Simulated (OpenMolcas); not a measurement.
# B+: effect of the IPEA shift

```
Program             : OpenMolcas 26.06
Basis               : ANO-RCC [9s8p5d3f2g]
Scalar Hamiltonian  : DKH2, point nucleus
Active space        : 2 electrons in 9 orbitals (RAS2 2s 2p; RAS3 3d, at most 2 electrons)
State averaging     : 2S+1 = 3 even, 3 roots; 2S+1 = 1 even, 7 roots; 2S+1 = 3 odd, 3 roots; 2S+1 = 1 odd, 3 roots
Spin-orbit coupling : RASSI with atomic mean-field integrals over the reference wave functions, term energies averaged over their components
```

Methods on the same reference wave functions:
A. RASSCF
B. MS-RASPT2, IPEA 0.25 Eh, imaginary shift 0.1 Eh (closed shells correlated: 1s)
C. MS-RASPT2, IPEA 0.5 Eh, imaginary shift 0.1 Eh (closed shells correlated: 1s)

Energies in cm-1 above 2s2 1S0, the measured ground level; measured values from NIST Handbook of Basic Atomic Spectroscopic Data.

| Level | A | B | C | Measured |
| --- | --- | --- | --- | --- |
| 2s2 1S0 | 0.0 | 0.0 | 0.0 | 0.0 |
| 2s 2p 3P* 0 | 36668 | 37301 | 37298 | 37336 |
| 2s 2p 3P* 1 | 36675 | 37309 | 37305 | 37342 |
| 2s 2p 3P* 2 | 36690 | 37323 | 37320 | 37358 |
| 2s 2p 1P* 1 | 75341 | 73654 | 73697 | 73397 |
| 2p2 3P0 | 99264 | 99087 | 99123 | 98911 |
| 2p2 3P1 | 99272 | 99095 | 99130 | 98920 |
| 2p2 3P2 | 99286 | 99109 | 99145 | 98933 |
| 2p2 1D2 | 103453 | 102614 | 102635 | 102363 |
| 2p2 1S0 | 136698 | 129607 | 129868 | 127661 |

Deviations, from unrounded energies. A percentage is the sum of absolute deviations over the sum of measured energies, with the sign that they share, or ± where signs differ.

| Against measurement | Levels | A | B | C |
| --- | --- | --- | --- | --- |
| mean absolute deviation (cm-1) | 9 | 1700 | 340 | 390 |
| other configurations (%) | 9 | ±2.1 | ±0.4 | ±0.5 |

B lies closest to measurement on these levels and A furthest from it. The largest miss of B in the table is 2p2 1S0, by +1900 cm-1. The ranking rests on the paired levels alone, and a cruder setting can come out closer through cancelling errors.

Between B and C the level of the table that moves most is 2p2 1S0, by 260 cm-1 (lowest in B, highest in C).

The lowest spin-free term lies below A's lowest term by 0.050 hartree in B, 0.050 hartree in C.

Active for correlation alone: 3d; no level in the range computed is led by a configuration that fills it, so any true level of that kind is missing. Without dynamic correlation excited terms often stand tens of per cent too high (terms of higher spin than the ground term too low), and those without a measured partner can miss by more than the paired ones (holds for A). Measured partners are found by configuration, term and J. A level has none where our copy of the source lacks it or the pairing is in doubt (some pairs that miss far off the trend of their configuration count as doubtful), and it then counts in no deviation. Levels of configurations outside the active space are missing.

* marks odd parity.
